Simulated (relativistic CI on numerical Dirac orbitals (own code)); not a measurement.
Fe⁴⁺ in a cubic cluster: 3s photoemission with charge transfer

Computed with a charge-transfer multiplet model of a cubic metal-ligand cluster with up to 2 ligand holes, Slater and spin-orbit integrals from Dirac-Coulomb-Breit ions, Slater integrals scaled by 0.7. The ground state mixes d4 with configurations of k ligand holes L, whose averages lie at kΔ + k(k − 1)U_dd/2; a core hole lowers each added d electron by U_cd. 300 K, Lorentzian 1.4 eV and Gaussian 0.8 eV FWHM.

Atomic integrals in eV (Slater integrals scaled, ζ unscaled), ground: F2dd 9.078, F4dd 5.706, zeta_d 0.064; with the core hole: F2dd 9.724, F4dd 6.140, zeta_d 0.072, G2cd 9.413.

Cluster parameters (eV): U_dd = 5.3, U_cd = 6, 10Dq = 0.25, 10Dq(ligand) = 1.5, V(eg) = 1.35, V(t2g) = -0.6, final-state hopping factor = 1.

Weights, n_d and S are thermal averages at 300 K. Binding energies count from the first peak over 30 % of the highest in each spectrum, which can be another peak from case to case. The parameters are a model scan and need not match a compound or its usual spin state. Peaks in eV (height, largest 100): 0.0 (100), 6.5 (15), 10.6 (69), 15.7 (12).

**Question.** Which parameters give this spectrum?
A. Δ = -1.9 eV
B. Δ = -4.9 eV
C. Δ = 1.1 eV

**Answer.** C. Δ = 1.1 eV; the ground state then has 4.82 d electrons and S = 2.00. The choice follows from running the model for each set and comparing peak positions and heights. Without intra-shell correlation the exchange splitting of the 3s hole comes out too large. The space is cut while the next configuration still counts.
